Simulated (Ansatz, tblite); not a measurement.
Isomers of Li$_{2}$Si$_{2}$⁺ (doublet), found by a short tight-binding search and relaxed with PBE0-D4/def2-TZVP in Ansatz.

The xTB rows come from tblite. Correlated methods freeze 10 core orbitals; core or outer-core shells of Li are correlated, in sets that lack core-valence functions. In CCSD on the charge 1 doublet the largest single amplitude is 0.16, so its Hartree–Fock determinant may place the open shell otherwise than the density functionals do.

Run but left out: HF/def2-TZVPP, MP2/def2-TZVPP (A: ⟨S²⟩ 1.15, where a pure state has 0.75).

A: At CCSD(T)/def2-TZVPP T1 of the charge 1 doublet is large (up to 0.068), so the single-reference result is doubtful. At CCSD(T)/def2-TZVPP the charge 1 doublet is spin-contaminated (final ⟨S²⟩ up to 1.15, 0.75 for a pure state). B: At CCSD(T)/def2-TZVPP T1 of the charge 1 doublet is large (up to 0.065), so the single-reference result is doubtful. At CCSD(T)/def2-TZVPP the charge 1 doublet is spin-contaminated (final ⟨S²⟩ up to 1.12, 0.75 for a pure state).

Other spin states were run for one of them alone.

A:

| atom | x (Å) | y (Å) | z (Å) |
| --- | --- | --- | --- |
| Li1 | 0.873 | 1.704 | 0.999 |
| Li2 | 0.381 | -1.438 | -1.565 |
| Si3 | -1.080 | 0.510 | -0.418 |
| Si4 | -0.174 | -0.776 | 0.984 |

B:

```xyz
4

Li   -1.9731    1.7255   -1.3032
Li    0.2586   -2.1645    0.7538
Si   -0.1007    0.4548   -0.1765
Si    1.8151   -0.0158    0.7259
```

Task: Estimate their order by electronic energy at ωB97M-V/def2-TZVP, counted from the lowest.

Result: A (0.0) < B (4.4), in kcal/mol.

Task: Do the other levels pick the same lowest one?

Result: Not GFN2-xTB. Energies above each level's lowest (kcal/mol):

```tsv
level	A	B
GFN1-xTB	0.0	7.9
GFN2-xTB	11.4	0.0
LDA (SPW92)/def2-TZVP	0.0	8.9
PBE-D4/def2-TZVP	0.0	7.5
r2SCAN-D4/def2-TZVP	0.0	7.3
PBE0-D4/def2-TZVP	0.0	6.3
ωB97M-V/def2-TZVP	0.0	4.4
CCSD/def2-TZVPP	0.0	4.6
CCSD(T)/def2-TZVPP	0.0	6.7
```
Point groups (tolerance 0.1 Å): A C2v, B Cs. Lower isomers may exist.
